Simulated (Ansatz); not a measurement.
Species: C6H8 (charge 0, singlet). 
Coordinates optimised at B3LYP-D3(BJ)/def2-TZVP (Ansatz, a program for electronic structure):
```
C
C 1 1.3145
C 1 1.5290 2 95.42
H 3 1.0918 1 116.62 2 -114.53
H 3 1.0918 4 108.84 1 134.48
C 2 1.5290 1 95.42 3 180.00
H 6 1.0918 2 116.62 1 114.53
H 6 1.0918 7 108.84 2 -134.48
C 2 1.5290 1 95.42 3 0.00
H 9 1.0918 2 116.62 1 -114.53
H 9 1.0918 10 108.84 2 134.48
C 1 1.5290 2 95.42 6 0.00
H 12 1.0918 1 116.62 2 114.53
H 12 1.0918 13 108.84 1 -134.48
```
Charge 0, spin multiplicity 1.

Basis-set convergence of Hartree-Fock and CCSD(T) correlation energies (hartree) with Ansatz. Cores are frozen in the correlated levels unless marked. Spin-orbit coupling is left out. Non-relativistic.

```tsv
basis	functions	E(HF)	E(corr, CCSD(T))
cc-pVDZ	124	-231.73609	-0.90525
cc-pVTZ	292	-231.79418	-1.07955
cc-pVQZ	570	-231.80830	-1.13263
```

Extrapolating the two largest sets (X = 3 and 4) as X^-3: E(corr) = (64·(-1.13263) - 27·(-1.07955))/37 = -1.1714 Eh, an estimate of the basis-set limit. The largest set recovers 96.7 % of it, the smallest 77.3 %.
